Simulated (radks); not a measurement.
Removal energies from the ytterbium ion Yb6+, [Xe] 4f10, by Delta-SCF beside the eigenvalue of the level emptied. All-electron calculation, scalar-relativistic Kohn-Sham, LDA (Slater exchange, Perdew-Wang correlation), spin-polarised, spherical densities, finite nucleus; Fermi nuclear charge, rms radius of each element as measured or else 0.836 A^(1/3) + 0.57 fm. Program: a radial shooting solver on a logarithmic mesh with Libxc functionals. Open shells are filled with parallel spins first.

removed from     final configuration  Delta-SCF (eV)  -eigenvalue (eV)
4f                          [Xe] 4f9          117.71            104.48
5p            [Kr] 4d10 4f10 5s2 5p5          118.16            109.84
5s            [Kr] 4d10 4f10 5s1 5p6          151.45            142.28
4d             [Kr] 4d9 4f10 5s2 5p6          297.03            282.98
